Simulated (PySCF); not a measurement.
C₄H₃S, SMILES [c]1ccsc1, multiplicity 2. The structure is a stationary point at PBE-D3(BJ)/def2-SVP. The isomer is the one that the SMILES or the coordinates give; other isomers of the formula were not compared.

Task: Give the equilibrium geometry at PBE-D3(BJ)/def2-SVP (PySCF confirms it by a frequency run) as bond lengths and angles, and its point group. (The exact figures need the calculation; the answer reports its results.)

Result: point group Cs.
Atoms: C1 C2 S3 C4 C5 H6 H7 H8. Bond lengths (Å): C1–C2 1.362, C1–C5 1.417, C2–S3 1.754, C2–H6 1.096, S3–C4 1.735, C4–C5 1.386, C4–H7 1.098, C5–H8 1.098. Bond angles (°): C2–C1–C5 117.8, C1–C2–S3 108.0, C1–C2–H6 131.5, S3–C2–H6 120.4, C2–S3–C4 92.3, S3–C4–C5 112.3, S3–C4–H7 119.5, C5–C4–H7 128.2, C1–C5–C4 109.5, C1–C5–H8 126.2, C4–C5–H8 124.3.
Charge 0, spin multiplicity 2.
